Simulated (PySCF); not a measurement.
Cu(Cl)(OH2) (ClCuH2O), SMILES [OH2]->[Cu][Cl], multiplicity 1. Atoms are numbered in the order given.

```xyz
5

Cu     0.2671     0.0224     0.0000
Cl    -1.8210    -0.0227     0.0000
O      2.2373     0.0514     0.0000
H      2.6562    -0.3380     0.7775
H      2.6562    -0.3380    -0.7775
```

Coordinates come from a B3LYP-D3(BJ)/def2-TZVP optimisation. The spin state was assumed, not searched.

Two levels are set side by side: PBE/pcSseg-2 (PySCF) and HF/pcSseg-2 (PySCF). GIAO shifts against H2O (¹⁷O), HCl (³⁵Cl), TMS (¹H) at the same level; non-relativistic, no solvent, atoms listed together averaged. Without spin–orbit terms, shifts of atoms bonded to Cl or Br come out too high at both levels. Differences are taken from unrounded values.

```json
[
 {"quantity": "δ(³⁵Cl) of Cl2 (ppm)", "HF": "-258.2"},
 {"quantity": "δ(¹⁷O) of O3 (ppm)", "HF": "-29.3"},
 {"quantity": "δ(¹H) of H4, H5 (ppm)", "HF": "3.30"}
]
```

Problem. What does PBE give, and how far is it from HF? (An estimate is asked for; the answer gives what the named calculation found.)

Solution. 
```tsv
quantity	PBE	PBE minus HF
δ(³⁵Cl) of Cl2 (ppm)	-205.0	53.2
δ(¹⁷O) of O3 (ppm)	-10.8	18.5
δ(¹H) of H4, H5 (ppm)	2.49	-0.81
```

Rough cost on one machine, each run with all the roots and properties that it gave: HF against PBE within a factor of 2.
